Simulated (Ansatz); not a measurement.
Reaction (ligand exchange at a B–S bond): `SB(S)S` + H–F → `FB(S)S` + H₂S

Isolated molecules relaxed with PBE0-D4/def2-TZVP in Ansatz; ΔE leaves out vibrations. CCSD(T)/CBS is the MP2 limit (def2-TZVPP, def2-QZVPP) plus CCSD(T) − MP2 in def2-TZVPP, frozen cores. This one scheme is used for every species. Functionals use def2-TZVPP. One conformer a species, not always the lowest.

`SB(S)S`:

```xyz
7

S     1.899    0.849    0.300
B     0.243    0.222   -0.055
S    -0.673    1.147   -1.304
S    -0.341   -1.230    0.837
H     2.224   -0.066    1.228
H    -1.794    0.411   -1.286
H    -1.557   -1.333    0.280
```

H–F:

```xyz
2

F    -0.077    0.323   -0.318
H     0.077   -0.323    0.318
```

`FB(S)S`:

Cartesian coordinates in Å:
```
F 1.088 -0.776 -0.205
B 0.019 -0.013 -0.004
S -1.085 0.396 -1.372
S -0.352 0.629 1.642
H -0.383 -0.292 -2.286
H 0.714 0.056 2.224
```

H₂S:

Cartesian coordinates in Å:
```
S -0.455 0.169 0.385
H 0.493 -0.778 0.427
H -0.038 0.609 -0.812
```

(1) Is it downhill or uphill in electronic energy at CCSD(T)/CBS, and by how much? (An estimate is asked.)

(2) What do these levels give: PBE-D4, B97M-V, B2PLYP, revPBE, HF/def2-TZVPP, MP2/def2-TZVPP? (Best estimate.)

Largest T1 diagnostic among the species: 0.013.

Answers

(1) The calculation gave: Downhill: ΔE = -54.7 kJ/mol.

(2) The calculation gave: PBE-D4 -54.3, B97M-V -71.1, B2PLYP -68.6, revPBE -62.3, HF/def2-TZVPP -89.3, MP2/def2-TZVPP -50.6 kJ/mol.

At CCSD(T), def2-SVP lies −24.8 kJ/mol from the extrapolated value and def2-TZVPP −6.6 kJ/mol. The D4 term adds +11.0 kJ/mol with B3LYP and +5.8 kJ/mol with PBE0; it sums over pairs of atoms, weighted by their polarisabilities, and B3LYP, whose exchange is more repulsive, gets the larger term. Leaving LDA and LC-ωPBE aside and taking each functional with its dispersion term where it has one, the values, not all of them listed here, spread over 26.1 kJ/mol, from CAM-B3LYP-D4 to revPBE-D4.

B3LYP here is the variant with VWN-RPA as its local correlation; programs differ in this.
